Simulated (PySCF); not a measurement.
## How the method moves the HOMO and LUMO of `CCOC(C)(C)C`

Species: C6H14O.
Structure used (PBE0-D3(BJ)/def2-SVP), in Å, numbered top down from 1:
```
atom  x, y, z in Å
C1     2.0403   -0.5189    0.1875
C2     0.6116   -0.7955   -0.2201
O3    -0.2140    0.0942    0.4770
C4    -1.6206    0.0308    0.2714
C5    -2.1662    1.1279    1.1757
C6    -1.9769    0.3261   -1.1858
C7    -2.1776   -1.3273    0.6993
H8     2.1628   -0.6573    1.2719
H9     2.7342   -1.1948   -0.3338
H10    2.3133    0.5191   -0.0536
H11    0.5042   -0.6727   -1.3158
H12    0.3544   -1.8486    0.0077
H13   -1.7390    2.0990    0.8863
H14   -1.8825    0.9289    2.2194
H15   -3.2624    1.1887    1.1110
H16   -1.6356   -0.4705   -1.8638
H17   -3.0670    0.4137   -1.3049
H18   -1.5161    1.2734   -1.5040
H19   -1.8376   -2.1397    0.0398
H20   -1.8610   -1.5596    1.7273
H21   -3.2772   -1.3183    0.6688
```

Basis pcSseg-1 throughout (PySCF), one geometry. Geometry: PBE0-D3(BJ)/def2-SVP, one conformer, isolated molecule.

How do the orbital energies, the gap and the dipole change with the method?

```tsv
method	kind	HOMO (eV)	LUMO (eV)	gap (eV)	μ (D)	SCF cycles
OPBE	GGA	-5.55	0.89	6.44	1.12	15
BP86	GGA	-5.71	0.62	6.33	1.11	13
KT2	GGA	-5.79	0.42	6.21	1.06	14
B97-2	global hybrid	-6.90	1.42	8.32	1.19	12
PBE0	global hybrid	-7.17	1.38	8.56	1.19	12
CAM-B3LYP	range-separated hybrid	-8.61	2.22	10.83	1.23	12
LC-wPBE	range-separated hybrid	-9.91	3.58	13.49	1.26	12
```

The HOMO spans 4.36 eV, from OPBE down to LC-wPBE, and the gap runs from 6.21 eV (KT2) to 13.49 eV (LC-wPBE). Over the methods OPBE (0 %), BP86 (0 %), KT2 (0 %), B97-2 (21 %), PBE0 (25 %), a straight line through the gap against the share of exact exchange rises by 0.92 eV for each 10 % (correlation coefficient 0.997). The dipole ranges from 1.06 D (KT2) to 1.26 D (LC-wPBE). This basis has no diffuse functions.

The vertical ΔSCF ionisation energy at B3LYP/def2-SVPD is 9.26 eV; −ε(HOMO) comes closest to it with LC-wPBE (9.91 eV) and CAM-B3LYP (8.61 eV).
